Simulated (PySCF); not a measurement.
Structure problem from calculated spectra and properties.

Formula: C4H9PSi2.

- 13C NMR: chemical shifts (computed TMS as zero) by class: 160.4 (1 C), 147.9 (1 C), 95.2 (1 C), 90.6 (1 C) ppm [GIAO PBE0/pcSseg-1]
- NMR, other nuclei: isotropic shieldings of nuclei other than C and H, by class: 411 (1 Si), 424 (1 Si), 619 (1 P) ppm [GIAO PBE0/pcSseg-1]
- UV, first state: lowest singlet excitation: 4.58 eV (271 nm, f = 0.182) [TDDFT B3LYP/def2-SVPD]
- Rotational structure: rotational constants A, B, C: 2.275, 0.761, 0.667 GHz [GFN2-xTB]
- Dipole: 0.67 D [B3LYP/def2-SVPD]
- Polarisability: 134.7 au [B3LYP/def2-SVPD]

Electronic properties: PySCF, gas phase, density fitting. Levels stand in brackets. The structure is a single GFN2-xTB conformer in the gas phase; no vibrational or solvent corrections. NMR classes are plain means over equivalent atoms (diastereotopic ones count apart unless rotation or inversion swaps them), as if these changed places fast.

Task: What is the compound? Reason from the data.

Result: Numbering: `[CH:1]#[C:2]/[C:3]([SiH3:4])=[CH:5]/[SiH2:6][PH2:7]`. 4 carbons fall into 4 classes; from least to most shielded: alkene CH carbon [C5] (160.4 ppm), fully substituted alkene carbon [C3] (147.9 ppm), terminal alkyne carbon [C1] (95.2 ppm), alkyne carbon [C2] (90.6 ppm). The other shieldings belong to: 411 ppm, SiH2 silicon [Si6]; 424 ppm, SiH3 silicon [Si4]; 619 ppm, three-coordinate phosphorus [P7]. S1 is mainly HOMO→LUMO (weight 0.73); the largest Löwdin shares of the orbital it empties are 0.22 on the three-coordinate phosphorus, 0.17 on the terminal alkyne carbon, 0.16 on the alkene CH carbon and 0.13 on the alkyne carbon, of the orbital it fills 0.28 on the alkene CH carbon, 0.22 on the fully substituted alkene carbon, 0.12 on the terminal alkyne carbon and 0.09 on the SiH2 silicon. The optimised geometry has point group C1 and is an asymmetric top. Structure: `C#C/C([SiH3])=C/[SiH2]P`. Computed isomers that give other values at the same levels: `C#CC1(C)[SiH2]P[SiH2]1` (13C chemical shifts (computed TMS as zero) by class: 93.8 (1 C), 78.9 (1 C), 25.9 (1 C), 18.4 (1 C) ppm); `C=CC#C[Si@H]([SiH3])P` (13C chemical shifts (computed TMS as zero) by class: 138.5 (1 C), 124.7 (1 C), 117.9 (1 C), 100.4 (1 C) ppm); `C#C/C([SiH3])=C\[SiH2]P` (13C chemical shifts (computed TMS as zero) by class: 166.7 (1 C), 145.7 (1 C), 104.6 (1 C), 87.5 (1 C) ppm). The assignments are read from this structure; whether some other isomer fits the data as well wasn't checked.

The values belong to the conformer `[CH:1]#[C:2]/[C:3]([SiH3:4])=[CH:5]/[SiH2:6][PH2:7]`: C3–C5–Si6–P7 64°, H–P7–Si6–C5 149°, H–P7–Si6–C5 57°.
